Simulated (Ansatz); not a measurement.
Two members of one family (Series SbH2X), computed with Ansatz in the gas phase; def2 core potentials for Sb, no spin–orbit coupling. The two geometries come from different levels. Binding counts from free atoms in the multiplicity of their measured ground term, without zero-point energy. The structures are stationary points that may keep the symmetry of their start.

First: SbH2Me (singlet, charge 0, PBE0-D4/def2-TZVP geometry).

```xyz
7

Sb    0.681   -1.191   -0.255
H     0.062   -1.013   -1.840
H     2.003   -0.166   -0.616
C    -0.531    0.399    0.566
H    -1.559    0.045    0.654
H    -0.499    1.281   -0.069
H    -0.158    0.646    1.560
```

```csv
level,HOMO (eV),LUMO (eV),gap (eV),binding per atom (eV)
LDA (SPW92)/def2-TZVP,-6.16,-1.09,5.07,3.47
PBE-D4/def2-TZVP,-6.03,-0.95,5.09,3.09
B97M-V/def2-TZVP,-6.24,-0.86,5.38,3.10
B3LYP-D4/def2-TZVP,-6.88,-0.46,6.42,3.09
PBE0-D4/def2-SVP,-6.96,0.12,7.07,3.04
```

Second: SbH2(SiH3) (singlet, charge 0, r2SCAN-D4/def2-TZVP geometry).

```xyz
7

Sb    0.262   -1.018    1.356
H    -1.063   -1.878    0.702
H     1.341   -1.819    0.300
Si   -0.084    0.882   -0.355
H    -0.151    0.404   -1.758
H     1.041    1.842   -0.226
H    -1.347    1.588   -0.020
```

Q: Estimate the same table for the second.

A: 
| level | HOMO (eV) | LUMO (eV) | gap (eV) | binding per atom (eV) |
| --- | --- | --- | --- | --- |
| LDA (SPW92)/def2-TZVP | -6.43 | -1.38 | 5.05 | 2.87 |
| PBE-D4/def2-TZVP | -6.30 | -1.21 | 5.09 | 2.54 |
| B97M-V/def2-TZVP | -6.53 | -1.14 | 5.39 | 2.61 |
| B3LYP-D4/def2-TZVP | -7.08 | -0.70 | 6.38 | 2.60 |
| PBE0-D4/def2-SVP | -7.23 | -0.24 | 7.00 | 2.51 |
